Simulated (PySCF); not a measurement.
NMR problem set

Computational details: GIAO PBE0/pcSseg-1 shieldings, structure optimised with GFN2-xTB, in PySCF (fast rotation and ring inversion assumed for equivalent nuclei, one computed conformer, in vacuum, no relativistic terms).

δ = σ(ref) − σ, references computed at the same level: TMS for ¹H, ¹³C. Splittings of carbon signals by F and P are missing where no couplings were computed. Where no couplings were computed, multiplicities follow the n + 1 count of equivalent neighbours, and m marks all less simple cases (inequivalent or close neighbours, rings, F or P nearby). Shifts are as computed. Against solution values, carbons near 30 ppm lie about +3 ppm off and those near 130 ppm about +5 ppm. Of 1309 compounds with measured shifts, 239 miss one by over three times the rms of a fit or turn the order of signals round; such compounds aren't used in these exercises. OH and NH positions are gas-phase values without hydrogen bonding to other molecules.

(1) C2H10OSi2. ¹H NMR (400 MHz, computed): δ 3.97 (d, 2H), 3.86 (d, 6H), 0.65 (m, 1H), 0.32 (br s, 1H). ¹³C{¹H} NMR (computed): δ 67.4 (CH2), 11.2 (CH). Give a structure.

(2) C4H8O3Si. ¹H NMR (400 MHz, computed): δ 5.23 (m, 1H), 4.42 (m, 1H), 4.40 (m, 1H), 2.71 (m, 1H), 2.40 (m, 1H), 0.32 (d, 3H). ¹³C{¹H} NMR (computed): δ 169.7, 65.2, 42.5, 1.2. What is it?

(3) C7H8F2. ¹H NMR (500 MHz, computed): δ 6.17 (m, 1H), 5.89 (m, 1H), 5.58 (m, 1H), 5.49 (m, 1H), 3.13 (d, 2H), 2.96 (m, 2H). ¹³C{¹H} NMR (computed): δ 164.4 (C), 143.1 (CH), 137.1 (CH), 125.5 (CH2), 121.8 (C), 49.2 (CH2), 41.8 (CH2). Identify the compound.

Answers

(1) `OCC([SiH3])[SiH3]`. Rings plus π bonds: 0. 2 carbon signals for 2 carbons: no two carbons are equivalent. Carbon types of the structure: 1 × CH, 1 × CH2, leaving 7 H on heteroatoms. δC 67.4: sp3 CH2 bonded to O; deshielded by the electronegative neighbour. δH 3.97: hydrogen on an sp3 CH2 bonded to O; its carbon carries O, an electronegative neighbour. δH 0.65: hydrogen on an sp3 CH bonded to 2 Si; an electropositive neighbour shields it, as in TMS itself. δH 0.32: hydrogen on an alcohol oxygen; exchangeable; this is the value without hydrogen bonding to other molecules.

The data come from this structure; uniqueness wasn't tested.

(2) SMILES C[Si@H]1OCCC(=O)O1. Rings plus π bonds: 2 (1 ring in the answer). 4 carbon signals for 4 carbons: no two carbons are equivalent. Carbon types of the structure: 1 × C, 2 × CH2, 1 × CH3, leaving 1 H on heteroatoms. δC 169.7: carbonyl carbon. δC 65.2: sp3 CH2 bonded to O; the inductive effect lowers its shielding. δC 1.2: methyl carbon bonded to Si; an electropositive neighbour leaves it electron-rich and shielded. δH 0.32: hydrogen on a methyl carbon bonded to Si; an electropositive neighbour shields it, as in TMS itself.

This is the structure that produced the data.

(3) `C=CCC1=CC(F)(F)C1`. The formula gives 3 degrees of unsaturation (1 ring in the answer). 7 carbon signals for 7 carbons: no two carbons are equivalent. Carbon types of the structure: 2 × C, 2 × CH, 3 × CH2, which accounts for all hydrogens. δC 164.4: fully substituted alkene carbon; as expected for a trigonal carbon in a double bond. δC 143.1, 137.1: alkene CH; an sp2 carbon of a C=C bond. δC 125.5: terminal =CH2 carbon; as expected for a trigonal carbon in a double bond. δC 121.8: allylic fully substituted sp3 carbon bonded to 2 F; 2 electronegative neighbours deshield it.

This is the structure that produced the data.
